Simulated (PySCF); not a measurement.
## Electronic absorption of C7H5Cl3

Compound: C7H5Cl3.
Geometry (PBE0-D3(BJ)/def2-SVP, Å), atoms numbered from 1 in this order:
```
atom  x, y, z in Å
C1     1.5638   -1.8470    0.9715
C2     0.8329   -0.8954    0.8097
C3    -0.0257    0.2596    0.6164
C4     0.5044    1.3946   -0.3298
C5    -0.7277    1.1539   -1.1605
C6    -1.1748    0.1623   -0.3784
C7    -2.3797   -0.7006   -0.3849
Cl8   -3.4636   -0.2397   -1.7156
Cl9   -1.9115   -2.4104   -0.5696
Cl10  -3.2386   -0.5060    1.1727
H11    2.2049   -2.6965    1.1165
H12   -0.3587    0.6494    1.5933
H13    0.5774    2.3846    0.1481
H14    1.4624    1.1556   -0.8155
H15   -1.1305    1.6265   -2.0579
```

Computed with TDDFT wB97X-D/def2-SVPD, vertical, gas phase, core orbitals frozen in the response in PySCF.

```tsv
state	λ (nm)	E (eV)	f	main configurations (H = HOMO, L = LUMO)
S1	198.5	6.25	0.068	H→L (75%)
S2	195.5	6.34	0.094	H-1→L (57%), H-2→L (13%)
S3	194.8	6.36	0.034	H-2→L (20%), H-1→L+4 (20%), H-2→L+4 (10%)
S4	193.0	6.42	0.0019	H-2→L+1 (32%), H→L+1 (24%)
S5	191.7	6.47	0.0026	H-3→L+1 (72%)
S6	188.7	6.57	0.0033	H-2→L (27%), H-1→L (14%)
```

The lowest singlet comes at 198 nm (603 kJ/mol) in the vacuum ultraviolet; it is of moderate strength; its leading configuration is HOMO→LUMO (75%). The strongest level in the table is S2 at 6.34 eV (195 nm, f = 0.094). Löwdin shares by element: HOMO carbon 75% or more (atoms not listed hold the other 25%); LUMO carbon 58% or more, chlorine 17% or more (atoms not listed hold the other 25%). Of the 6 states listed, 3 reach f = 0.01 and none stays under 0.0005. The oscillator strengths of these states sum to 0.203; summed over the whole spectrum of an exact calculation they would give the number of electrons, 98 (Thomas–Reiche–Kuhn). Weighted by f, the mean energy of these states is 6.32 eV. The window holds the lowest 6 singlets.
